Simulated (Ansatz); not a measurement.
C5H7N (SMILES C1=CCCN=C1), singlet, at a GFN2-xTB geometry; R2SCAN/6-31G** (Ansatz, a program for electronic structure).

Ansatz was given this input:
Ansatz 0.2 input:
```yaml
crystal:
  periodic: [false, false, false]
  atoms:
    - {symbol: C, position_ang: [1.06435050, 0.89054205, -0.34087448]}
    - {symbol: C, position_ang: [-0.19333131, 1.30551505, -0.48250442]}
    - {symbol: C, position_ang: [-1.32130560, 0.33197641, -0.32116490]}
    - {symbol: C, position_ang: [-0.91882532, -0.79275272, 0.64127475]}
    - {symbol: N, position_ang: [0.42309928, -1.29069065, 0.46545642]}
    - {symbol: C, position_ang: [1.30446631, -0.50077886, 0.02056571]}
    - {symbol: H, position_ang: [1.91236232, 1.54377671, -0.47685441]}
    - {symbol: H, position_ang: [-0.43658888, 2.31984392, -0.76665201]}
    - {symbol: H, position_ang: [-2.21791385, 0.83310294, 0.04618862]}
    - {symbol: H, position_ang: [-1.55873905, -0.08593010, -1.30710556]}
    - {symbol: H, position_ang: [-0.98827745, -0.44317399, 1.68022142]}
    - {symbol: H, position_ang: [-1.59439100, -1.64613895, 0.53932687]}
    - {symbol: H, position_ang: [2.30972564, -0.89365760, -0.07709973]}
basis:
  gaussian:
    orbitals: 6-31G__.json
hamiltonian:
  xc: r2scan
```
The basis file holds 6-31G** in the JSON format of the Basis Set Exchange.

The log (banner, timings and long lists left out):

```
Functional definition: r2SCAN
1377 factors; their error is unknown
mean field evaluation 1: about -6776.7107 eV, gradient 5.5e1 eV
mean field evaluation 2: about -6770.6160 eV, gradient 7.5e1 eV
mean field evaluation 4: about -6784.1178 eV, gradient 6.1e0 eV
mean field evaluation 8: about -6784.2061 eV, gradient 2.4e-1 eV
mean field evaluation 16: about -6784.0838 eV, gradient 5.9e-4 eV
mean field -6784.08383402 eV, -249.3104824829 hartree, gradient 3.4e-5 eV, S^2 0.000000; 0 other end points of the search recorded, 0 dependent functions left out
reference -6784.08384123 eV, -249.3104827481 hartree; 22, 22 occupied and 103, 103 virtual orbitals, 1377 factors
Total energy: -6784.08384123 eV, -249.3104827481 hartree
```
